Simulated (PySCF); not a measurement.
Isomers of C6H10F2OSi.

All values: PBE0/pcSseg-1 (PySCF) at GFN2-xTB geometries, gas phase, one conformer each.

(1) Rank by HOMO–LUMO gap, lowest first.
A. `[CH3:1][SiH:2]([CH3:3])/[CH:4]=[CH:5]\[C:6](=[O:7])[CH:8]([F:9])[F:10]` with C1–Si2–C4–C5 -173°, C4–C5–C6–O7 -1°, C5–C6–C8–F9 60°
B. `[CH2:1]=[CH:2][CH2:3]/[C:4](=[CH:5]/[O:6][SiH3:7])[CH:8]([F:9])[F:10]` with C1–C2–C3–C4 118°, C2–C3–C4–C5 -15°, C4–C5–O6–Si7 179°, C3–C4–C8–F9 -60°
C. `[CH2:1]=[CH:2][C@:3]([CH:4]=[O:5])([CH2:6][SiH3:7])[CH:8]([F:9])[F:10]` with C1–C2–C3–C4 46°, C2–C3–C4–O5 -103°, C2–C3–C6–Si7 -179°, C2–C3–C8–F9 -168°
D. `[CH2:1]=[C:2]([CH3:3])[C@:4]1([O:5][CH:6]([F:7])[F:8])[CH2:9][SiH2:10]1` with C1–C2–C4–O5 161°, C2–C4–O5–C6 -78°, C4–O5–C6–F7 -108°
E. `[CH3:1][O:2][C:3]1=[CH:4][C@@H:5]([CH:6]([F:7])[F:8])[SiH2:9][CH2:10]1` with C1–O2–C3–C4 0°, C4–C5–C6–F7 -69°
F. `[F:1][CH:2]([F:3])[CH2:4][SiH2:5][O:6][C@:7]12[CH2:8][C@H:9]1[CH2:10]2` with F1–C2–C4–Si5 -55°, C2–C4–Si5–O6 -171°, C4–Si5–O6–C7 179°, Si5–O6–C7–C8 43°

(2) Rank by the highest IAO charge on any atom, lowest value first.
A. `[CH2:1]=[C:2]([CH3:3])[C@:4]1([O:5][CH:6]([F:7])[F:8])[CH2:9][SiH2:10]1` with C1–C2–C4–O5 161°, C2–C4–O5–C6 -78°, C4–O5–C6–F7 -108°
B. `[CH2:1]=[CH:2][C@:3]([CH:4]=[O:5])([CH2:6][SiH3:7])[CH:8]([F:9])[F:10]` with C1–C2–C3–C4 46°, C2–C3–C4–O5 -103°, C2–C3–C6–Si7 -179°, C2–C3–C8–F9 -168°
C. `[F:1][CH:2]([F:3])[CH2:4][SiH2:5][O:6][C@:7]12[CH2:8][C@H:9]1[CH2:10]2` with F1–C2–C4–Si5 -55°, C2–C4–Si5–O6 -171°, C4–Si5–O6–C7 179°, Si5–O6–C7–C8 43°
D. `[O:1]=[CH:2][C@@H:3]1[CH2:4][SiH2:5][C@@H:6]([CH:7]([F:8])[F:9])[CH2:10]1` with O1–C2–C3–C4 30°, Si5–C6–C7–F8 -59°, C2–C3–C4–Si5 -70°, C3–C4–Si5–C6 -22°, C4–Si5–C6–C7 -127°, Si5–C6–C10–C3 32°
E. `[CH3:1][SiH:2]([CH3:3])/[CH:4]=[CH:5]\[C:6](=[O:7])[CH:8]([F:9])[F:10]` with C1–Si2–C4–C5 -173°, C4–C5–C6–O7 -1°, C5–C6–C8–F9 60°
F. `[CH2:1]=[CH:2][CH2:3]/[C:4](=[CH:5]/[O:6][SiH3:7])[CH:8]([F:9])[F:10]` with C1–C2–C3–C4 118°, C2–C3–C4–C5 -15°, C4–C5–O6–Si7 179°, C3–C4–C8–F9 -60°

(3) Rank by LUMO energy, highest first.
A. `[CH2:1]=[C:2]([CH3:3])[C@:4]1([O:5][CH:6]([F:7])[F:8])[CH2:9][SiH2:10]1` with C1–C2–C4–O5 161°, C2–C4–O5–C6 -78°, C4–O5–C6–F7 -108°
B. `[CH3:1][SiH:2]([CH3:3])/[CH:4]=[CH:5]\[C:6](=[O:7])[CH:8]([F:9])[F:10]` with C1–Si2–C4–C5 -173°, C4–C5–C6–O7 -1°, C5–C6–C8–F9 60°
C. `[CH2:1]=[CH:2][C@:3]([CH:4]=[O:5])([CH2:6][SiH3:7])[CH:8]([F:9])[F:10]` with C1–C2–C3–C4 46°, C2–C3–C4–O5 -103°, C2–C3–C6–Si7 -179°, C2–C3–C8–F9 -168°
D. `[F:1][CH:2]([F:3])[CH2:4][SiH2:5][O:6][C@:7]12[CH2:8][C@H:9]1[CH2:10]2` with F1–C2–C4–Si5 -55°, C2–C4–Si5–O6 -171°, C4–Si5–O6–C7 179°, Si5–O6–C7–C8 43°
E. `[CH3:1][O:2][C:3]1=[CH:4][C@@H:5]([CH:6]([F:7])[F:8])[SiH2:9][CH2:10]1` with C1–O2–C3–C4 0°, C4–C5–C6–F7 -69°
F. `[CH2:1]=[CH:2][CH2:3]/[C:4](=[CH:5]/[O:6][SiH3:7])[CH:8]([F:9])[F:10]` with C1–C2–C3–C4 118°, C2–C3–C4–C5 -15°, C4–C5–O6–Si7 179°, C3–C4–C8–F9 -60°

## Answers

(1) A (5.36 eV), D (6.02 eV), C (6.60 eV), B (6.91 eV), F (7.16 eV), E (7.36 eV).

(2) B (+0.595 e), A (+0.665 e), D (+0.751 e), F (+0.879 e), E (+0.920 e), C (+1.017 e).

(3) E (0.64 eV), D (0.43 eV), F (-0.14 eV), A (-0.65 eV), C (-1.05 eV), B (-2.60 eV).

All values together:

| SMILES | μ (D) | HOMO (eV) | LUMO (eV) | lowest IAO charge (e) | highest IAO charge (e) | lowest Hirshfeld charge (e) | highest Hirshfeld charge (e) |
| --- | --- | --- | --- | --- | --- | --- | --- |
| C=CC/C(=C/O[SiH3])C(F)F | 3.52 | -7.06 | -0.14 | -0.586 (O) | +0.879 (Si) | -0.185 (O) | +0.406 (Si) |
| C=C[C@](C=O)(C[SiH3])C(F)F | 3.03 | -7.65 | -1.05 | -0.530 (C) | +0.595 (Si) | -0.194 (O) | +0.290 (Si) |
| FC(F)C[SiH2]O[C@]12C[C@H]1C2 | 2.14 | -6.73 | 0.43 | -0.592 (O) | +1.017 (Si) | -0.204 (O) | +0.403 (Si) |
| O=C[C@@H]1C[SiH2][C@@H](C(F)F)C1 | 4.00 | -7.75 | -1.18 | -0.542 (C) | +0.751 (Si) | -0.174 (O) | +0.325 (Si) |
| C[SiH](C)/C=C\C(=O)C(F)F | 1.14 | -7.95 | -2.60 | -0.729 (C) | +0.920 (Si) | -0.224 (C) | +0.362 (Si) |
| COC1=C[C@@H](C(F)F)[SiH2]C1 | 2.50 | -6.72 | 0.64 | -0.561 (C) | +0.761 (Si) | -0.169 (C) | +0.356 (Si) |
| C=C(C)[C@]1(OC(F)F)C[SiH2]1 | 3.05 | -6.67 | -0.65 | -0.537 (C) | +0.665 (Si) | -0.173 (C) | +0.322 (Si) |

Conformers: `[CH2:1]=[CH:2][CH2:3]/[C:4](=[CH:5]/[O:6][SiH3:7])[CH:8]([F:9])[F:10]` with C1–C2–C3–C4 118°, C2–C3–C4–C5 -15°, C4–C5–O6–Si7 179°, C3–C4–C8–F9 -60°; `[CH2:1]=[CH:2][C@:3]([CH:4]=[O:5])([CH2:6][SiH3:7])[CH:8]([F:9])[F:10]` with C1–C2–C3–C4 46°, C2–C3–C4–O5 -103°, C2–C3–C6–Si7 -179°, C2–C3–C8–F9 -168°; `[F:1][CH:2]([F:3])[CH2:4][SiH2:5][O:6][C@:7]12[CH2:8][C@H:9]1[CH2:10]2` with F1–C2–C4–Si5 -55°, C2–C4–Si5–O6 -171°, C4–Si5–O6–C7 179°, Si5–O6–C7–C8 43°; `[O:1]=[CH:2][C@@H:3]1[CH2:4][SiH2:5][C@@H:6]([CH:7]([F:8])[F:9])[CH2:10]1` with O1–C2–C3–C4 30°, Si5–C6–C7–F8 -59°, C2–C3–C4–Si5 -70°, C3–C4–Si5–C6 -22°, C4–Si5–C6–C7 -127°, Si5–C6–C10–C3 32°; `[CH3:1][SiH:2]([CH3:3])/[CH:4]=[CH:5]\[C:6](=[O:7])[CH:8]([F:9])[F:10]` with C1–Si2–C4–C5 -173°, C4–C5–C6–O7 -1°, C5–C6–C8–F9 60°; `[CH3:1][O:2][C:3]1=[CH:4][C@@H:5]([CH:6]([F:7])[F:8])[SiH2:9][CH2:10]1` with C1–O2–C3–C4 0°, C4–C5–C6–F7 -69°; `[CH2:1]=[C:2]([CH3:3])[C@:4]1([O:5][CH:6]([F:7])[F:8])[CH2:9][SiH2:10]1` with C1–C2–C4–O5 161°, C2–C4–O5–C6 -78°, C4–O5–C6–F7 -108°.
